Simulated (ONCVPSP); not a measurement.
Building the ONCV potential for dysprosium (Wu-Cohen, scalar-relativistic).

ONCVPSP 4.0.1 was run on this input:

```
# ATOM AND REFERENCE CONFIGURATION
# atsym  z   nc   nv     iexc    psfile
  Dy 66.00    9    5  -118130      upf
#
#   n    l    f
    1    0    2.00
    2    0    2.00
    2    1    6.00
    3    0    2.00
    3    1    6.00
    3    2   10.00
    4    0    2.00
    4    1    6.00
    4    2   10.00
    4    3   10.00
    5    0    2.00
    5    1    6.00
    5    2    0.50
    6    0    1.50
#
# PSEUDOPOTENTIAL AND OPTIMIZATION
# lmax
    3
#
#   l,   rc,      ep,       ncon, nbas, qcut
    0    2.00    0.00    3    8    5.20
    1    0.55    0.00    4    9   15.70
    2    3.40    0.00    4    9    4.00
    3    0.75    0.00    4    8   23.00
#
# LOCAL POTENTIAL
# lloc, lpopt,  rc(5),   dvloc0
    4    5    0.50    0.00
#
# VANDERBILT-KLEINMAN-BYLANDER PROJECTORs
# l, nproj, debl
    0    2    3.00
    1    2    3.70
    2    1    1.90
    3    2    1.30
#
# MODEL CORE CHARGE
# icmod, fcfact, rcfact
    3    5.75    1.05
#
# LOG DERIVATIVE ANALYSIS
# epsh1, epsh2, depsh
   -3.00    5.00    0.02
#
# OUTPUT GRID
# rlmax, drl
    6.00    0.01
#
# TEST CONFIGURATIONS
# ncnf
    4
# nvcnf
#   n    l    f
    5
    4    3   10.00
    5    0    2.00
    5    1    6.00
    5    2    0.00
    6    0    2.00
#
    5
    4    3   10.00
    5    0    2.00
    5    1    6.00
    5    2    0.00
    6    0    1.00
#
    5
    4    3   10.00
    5    0    2.00
    5    1    6.00
    5    2    0.00
    6    0    0.00
#
    5
    4    3   10.00
    5    0    2.00
    5    1    6.00
    5    2    0.00
    6    0    1.50
#
```

Command:

```bash
oncvpsp.x < Dy.dat > Dy.out
```

The program printed (shortened: citation, most of the input echo, consistency checks and plot data are left out):

```
ONCVPSP  (Optimized Norm-Conservinng Vanderbilt PSeudopotential)
scalar-relativistic version 4.0.1

LXC   Exchange
LXC     Wu & Cohen (GGA)
LXC   Correlation
LXC     Perdew, Burke & Ernzerhof (GGA)
LXC     [1] J. P. Perdew, K. Burke, and M. Ernzerhof,  Phys. Rev. Lett. 77, 3865 (1996)

sratom123: lschfb convergence ERROR n,l,iter=   4   3   4
```

The run stopped because the all-electron bound-state solver failed for one shell.

The run took about 0.07 s on one core of a shared server CPU.
